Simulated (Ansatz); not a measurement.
The Al1–H2 bond of AlH2I (SMILES [AlH2][I]) is stretched (multiplicity 1, the rest rigid).
Geometry at rest (charge 0, multiplicity 1):
```xyz
4

Al    -1.02949    -1.59301     0.26750
H     -0.51933    -2.62382     1.33719
H     -2.32698    -1.78051    -0.59761
I      0.30622     0.47384    -0.07957
```

Correlated levels freeze the cores. Filled d and f shells under p-block atoms count as core.

Run with Ansatz (Gaussian basis) for Hartree–Fock, density functionals and correlated methods. Each number belongs to the level named beside it. In def2 rows elements past Kr take small-core potentials, without spin–orbit coupling.

FIC-MRCISD+Q on CASSCF(2,2)/def2-TZVPP, total energies (hartree):

```csv
R (Å),CASSCF,MRCISD,weight c² of the reference
1.571,-539.815266,-540.030790,0.89989
2.749,-539.730007,-539.935947,0.89965
5.026,-539.693908,-539.895945,0.90011
```

Add the Davidson correction (E_MRCISD − E_CASSCF)(1 − c²)/c² and give the energies above the first point at the three levels.


Corrections (hartree): -0.023978, -0.022971, -0.022421. Above the first point (kcal/mol):
- R = 2.749 Å: CASSCF 53.5, MRCISD 59.5, with the correction 60.1
- R = 5.026 Å: CASSCF 76.2, MRCISD 84.6, with the correction 85.6

Ansatz is an electronic-structure program.
